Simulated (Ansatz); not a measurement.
Energy profile

The step: SiHCl₃O ([OH][Si]([Cl])([Cl])[Cl]) + H₂ → SiHCl₃ ([Cl][SiH]([Cl])[Cl]) + H₂O; bonds formed: Si1–H7, O2–H6; bonds broken: Si1–O2, H6–H7 (atoms numbered as in the saddle structure below).

Si1  (-0.459, 0.262, 0.012)
O2  (1.127, -0.451, -0.444)
Cl3  (-1.321, -0.343, -1.800)
Cl4  (-0.725, 2.283, -0.135)
Cl5  (-1.667, -0.786, 1.299)
H6  (1.246, -0.155, 0.647)
H7  (0.597, 0.508, 1.288)
H8  (1.202, -1.319, -0.866)
(Å)

Electronic energies by CCSD(T) at an estimated basis limit (MP2 extrapolated from triple and quadruple zeta, plus CCSD(T) − MP2 in triple zeta), on PBE0-D4/def2-TZVP structures; SiH₃Cl₃O, closed shell; no counterpoise correction. Computed with Ansatz 0.2.0 (basis: def2-TZVPP and def2-QZVPP); correlated methods freeze the cores. Extrapolation: Hartree–Fock as exp(−7.88 √X), correlation as X^−2.97.

(1) Give the profile in eV, counted from the separated reactants. (An estimate is asked for; the value comes from the calculation.)

T1 diagnostic: at most 0.011.

Results:

(1) Computed:
```csv
point,eV
"separated: SiHCl₃O (linked as [OH][Si]([Cl])([Cl])[Cl]; Si1, O2, Cl3, Cl4, Cl5, H8; singlet) + H₂ (H6, H7; singlet)",0.000
start structure,-0.023
saddle,2.475
end structure,0.733
"separated: SiHCl₃ (linked as [Cl][SiH]([Cl])[Cl]; Si1, Cl3, Cl4, Cl5, H7; singlet) + H₂O (O2, H6, H8; singlet)",0.870
```

For scale, one of the runs: CCSD(T)/def2-TZVPP, 241 basis functions, launched by `ansatz run in.yaml --threads 8 --pin off --events-out ev --progress --plain --max-ram 19148MiB`. The run took 69 s on 8 CPU threads of an Arm Neoverse V1 (shared host), with 4.3 GiB of host memory at its peak.
